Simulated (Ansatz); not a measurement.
System: sum formula BNH3, charge 0, multiplicity 2. It need not be the lowest isomer of its formula. 
Geometry from a B3LYP-D3(BJ)/def2-TZVP (Ansatz, a quantum-chemistry and plane-wave program) optimisation:
```xyz
5

B     -0.8557    -0.0049    -0.0224
N      0.5158    -0.1008     0.0086
H     -1.4780     1.0104     0.0090
H      1.1355     0.6983     0.0620
H      1.0102    -0.9785    -0.0196
```
Charge 0, spin multiplicity 2.

Parts of the frozen-core correlation energy in cc-pVDZ (Ansatz, hartree). Frozen orbitals: 2; correlated occupied orbitals by spin: 6 and 5; virtual: 35 and 36. UHF or UKS for open shells. No spin-orbit coupling. Non-relativistic.

```json
[
 {"term": "reference (HF)", "value": "-80.85962"},
 {"term": "MP2 opposite-spin", "value": "-0.18264"},
 {"term": "MP2 same-spin", "value": "…"},
 {"term": "CCSD correlation", "value": "…"},
 {"term": "(T)", "value": "…"},
 {"term": "CCSDT minus CCSD(T)", "value": "-0.00064"},
 {"term": "T1 diagnostic", "value": "0.015"},
 {"term": "largest doubles amplitude", "value": "0.059"},
 {"term": "<S^2> of the reference", "value": "0.757"}
]
```

### Question
Fill in the missing entries.

### Answer

- MP2 same-spin, value: -0.05605
- CCSD correlation, value: -0.26268
- (T), value: -0.00683
